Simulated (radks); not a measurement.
Results of a calculation; reference values are marked as such.
All-electron atom: S I in [Ne] 3s2 3p4.

Level of theory: Dirac Kohn-Sham, LDA (Slater exchange, Perdew-Wang correlation), spin-unpolarised, spherical densities, point nucleus; open shells are shared between the two j in proportion to 2j + 1 (a radial shooting solver on a logarithmic mesh with Libxc functionals).

Energy parts (eV):
total: -10825.588
kinetic: 10864.343
electron-nucleus: -25851.270
Hartree: 4820.307
exchange-correlation: -658.967

Orbitals (lengths in bohr, moments of r in powers of bohr; r(90%) holds 90 % of the orbital's charge):
| orbital | occ. | eigenvalue (eV) | <r^2> | r(90%) |
|---|---|---|---|---|
| 1s1/2 | 2 | -2396.963 | 0.01270 | 0.174 |
| 2s1/2 | 2 | -210.7666 | 0.2755 | 0.755 |
| 2p1/2 | 2 | -157.3255 | 0.2445 | 0.737 |
| 2p3/2 | 4 | -156.0655 | 0.2469 | 0.741 |
| 3s1/2 | 2 | -17.2800 | 3.347 | 2.58 |
| 3p1/2 | 1.33333 | -7.1639 | 5.150 | 3.29 |
| 3p3/2 | 2.66667 | -7.0778 | 5.202 | 3.31 |

The highest occupied level is 3p3/2 at -7.078 eV. The density falls to 0.001 e/bohr^3 at r = 4.09 bohr. Summed over all electrons, <r^2> = 29.48 bohr^2, which gives a Langevin (diamagnetic) susceptibility term of -23.4 x 10^-6 cm^3/mol.
